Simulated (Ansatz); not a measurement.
Species: CHI2, charge 0, doublet. CHI2 (SMILES I[CH]I, doublet).
B3LYP-D3(BJ)/def2-TZVP minimum from Ansatz (a program for electronic structure):
```xyz
4

I     -1.8101     0.0999     0.0202
C     -0.0162    -0.8857    -0.1989
I      1.8125     0.0341     0.0173
H     -0.0331    -1.7885    -0.7907
```
Charge 0, spin multiplicity 2.

Total energies in hartree (Ansatz). Radicals and triplets start from unrestricted determinants; spin-orbit coupling is neglected. Cores are frozen in correlated methods (noble-gas shells, and filled d and f shells in the p block). Past Kr the def2 sets carry scalar-relativistic core potentials. Where a partner has so few electrons that a lower coupled-cluster level is exact, that level stands in. Spin-orbit terms, left out, reach several kcal/mol for Br and I, and more for heavier atoms. The UHF reference of CHI2 (I[CH]I, doublet) is spin-contaminated (<S^2> up to 0.04 over the pure value in the sets run).

| species | HF/def2-TZVPP | CCSD(T)/def2-TZVPP | HF/def2-QZVPP | CCSD(T)/def2-QZVPP | CCSD(T)/def2-SVP | CCSDT(Q)/def2-SVP |
|---|---|---|---|---|---|---|
| 1: CHI2 (SMILES I[CH]I, doublet) | -631.72906 | -632.20583 | -631.73374 | -632.25890 | -632.01081 | -632.01261 |
| 2: I (doublet) | -296.65857 | -296.79430 | -296.65973 | -296.81374 | -296.74085 | -296.74112 |
| 3: C (triplet) | -37.69248 | -37.78103 | -37.69363 | -37.78651 | -37.71541 | -37.71574 |
| 4: H (doublet) | -0.49981 | -0.49981 | -0.49998 | -0.49998 | -0.49928 | -0.49928 |

Work out the atomisation energy (electronic, to ground-state atoms) in kcal/mol: take Hartree-Fock from def2-QZVPP, extrapolate the CCSD(T) correlation energy as X^-3 (X = 3, 4), and add CCSDT(Q) - CCSD(T) in def2-SVP. 1 hartree = 627.51 kcal/mol.


Species 1: correlation (64·(-0.52516) - 27·(-0.47677))/37 = -0.56047; step -0.00180; E1 = -631.73374 + (-0.56047) + (-0.00180) = -632.29601
Species 2: correlation (64·(-0.15401) - 27·(-0.13573))/37 = -0.16735; step -0.00027; E2 = -296.65973 + (-0.16735) + (-0.00027) = -296.82735
Species 3: correlation (64·(-0.09288) - 27·(-0.08855))/37 = -0.09604; step -0.00033; E3 = -37.69363 + (-0.09604) + (-0.00033) = -37.79000
Species 4: correlation (64·(0.00000) - 27·(0.00000))/37 = 0.00000; step +0.00000; E4 = -0.49998 + (0.00000) + (+0.00000) = -0.49998
-1·E1 +2·E2 +1·E3 +1·E4 = 0.35133 hartree = 220.5 kcal/mol.
